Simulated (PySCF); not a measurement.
ZnCl2, SMILES [Cl][Zn][Cl].

Coordinates come from a PBE-D3(BJ)/def2-TZVP optimisation. The isomer is the one that the SMILES or the coordinates give; other isomers of the formula were not compared.

All values below come from PBE-D3(BJ)/def2-TZVP (PySCF).

Frequencies are harmonic and unscaled.

Modes within 1.5 cm⁻¹ of each other (mostly degenerate sets) share a row, with their intensities summed.

```csv
mode,ν (cm⁻¹),IR (km/mol),Raman (Å⁴/amu),depolarisation,moving atoms (share of kinetic energy)
1–2,105,19.3,0.0,–,"Zn 52 %, Cl 48 %"
3,345,0.0,15.9,0.21,Cl 100 %
4,496,70.7,0.0,–,"Zn 52 %, Cl 48 %"
```
